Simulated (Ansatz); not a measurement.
O2Ti (SMILES [O]=[Ti]=[O]) moved off its minimum; all values from Ansatz (a quantum-chemistry and plane-wave program), cores frozen in correlated methods.
(charge 0, multiplicity 1)
```xyz
3

Ti     0.09532    -0.12241     0.28498
O      0.66943     0.37494    -1.16533
O     -1.38419     0.15002     0.53669
```

Task: Give the forces (eV/Å), the total energy and the dipole at CCSD(T)/def2-TZVPPD.

Result: 
| atom | Fx | Fy | Fz |
|---|---|---|---|
| Ti1 | 7.689 | -2.453 | 1.019 |
| O2 | 0.292 | 0.779 | -1.918 |
| O3 | -7.980 | 1.674 | 0.899 |
Energy -998.8433 hartree, dipole 6.53 D.
